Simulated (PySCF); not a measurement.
B(Me)2(Et) (C4H11B), SMILES CCB(C)C.

Coordinates come from a B3LYP-D3(BJ)/def2-SVP optimisation. One conformer was computed; it need not be the lowest.

All values below come from B3LYP-D3(BJ)/def2-SVP (PySCF 2.14.0).

Harmonic, unscaled wavenumbers; measured fundamentals usually lie a few per cent lower.

Problem. Give all harmonic wavenumbers and intensities. (The exact figures need the calculation; the answer reports its results.)

Solution. 
```
mode  ν (cm⁻¹)  IR (km/mol)  Raman (Å⁴/amu)  depolarisation  moving atoms (share of kinetic energy)
----  --------  -----------  --------------  --------------  --------------------------------------
1           38          0.1             0.1            0.75                          H 78 %, C 22 %
2           67          0.3             0.1            0.75                          H 79 %, C 20 %
3          116          2.0             0.2            0.63                                  H 95 %
4          214          0.1             0.1            0.30                          C 59 %, H 35 %
5          228          0.1             0.0               –                          H 84 %, C 13 %
6          310          0.2             0.3            0.66                          C 50 %, H 44 %
7          347          0.5             0.1            0.60                          H 64 %, B 31 %
8          426          0.6             1.8            0.30                  C 56 %, H 33 %, B 11 %
9          579          1.1             0.4            0.73                          H 74 %, C 23 %
10         641          0.1             4.2            0.07                          H 52 %, C 48 %
11         682          1.1             4.2            0.08                          H 60 %, C 39 %
12         837          0.7             1.6            0.49                          H 72 %, C 26 %
13         842          3.4             2.3            0.73                          H 58 %, C 34 %
14         879         17.0             0.5            0.75                  H 72 %, B 15 %, C 13 %
15         971          7.4             5.6            0.59                          H 76 %, C 21 %
16        1014         12.7             0.9            0.71                  H 52 %, B 24 %, C 24 %
17        1042         11.9             1.7            0.24                  C 58 %, H 29 %, B 13 %
18        1135         56.7             3.9            0.62                  H 46 %, B 35 %, C 19 %
19        1173         42.9             2.6            0.75                   B 49 %, H 42 %, C 9 %
20        1251          1.3             5.0            0.75                          H 80 %, C 19 %
21        1299          5.8             7.0            0.56                          H 74 %, C 26 %
22        1321        103.1             1.2            0.74                  H 58 %, C 29 %, B 12 %
23        1335         84.5             2.4            0.74                  H 50 %, C 35 %, B 14 %
24        1394          2.4            10.1            0.74                          H 87 %, C 12 %
25        1410          0.2             6.5            0.64                          H 80 %, C 19 %
26        1426          0.5            18.8            0.74                                  H 95 %
27        1428          3.5            12.4            0.75                                  H 91 %
28        1444          3.0            14.7            0.74                                  H 93 %
29        1447          6.1             7.9            0.75                                  H 93 %
30        1476          6.7            13.4            0.73                                  H 95 %
31        1481          6.7            15.6            0.75                                  H 97 %
32        2980         25.2            94.2            0.13                                  H 94 %
33        3000          2.5            87.1            0.03                                  H 96 %
34        3004          0.9           184.0            0.01                                  H 96 %
35        3013         14.7            96.0            0.61                           H 92 %, C 8 %
36        3022         30.8           155.7            0.01                                  H 97 %
37        3066         11.0           101.4            0.58                           H 92 %, C 8 %
38        3070         12.1            60.1            0.56                           H 92 %, C 8 %
39        3095         36.2            81.1            0.71                           H 91 %, C 9 %
40        3098         31.7            49.4            0.74                           H 91 %, C 9 %
41        3108         24.0            75.7            0.72                           H 91 %, C 9 %
42        3112         27.9            90.5            0.71                           H 91 %, C 9 %
```
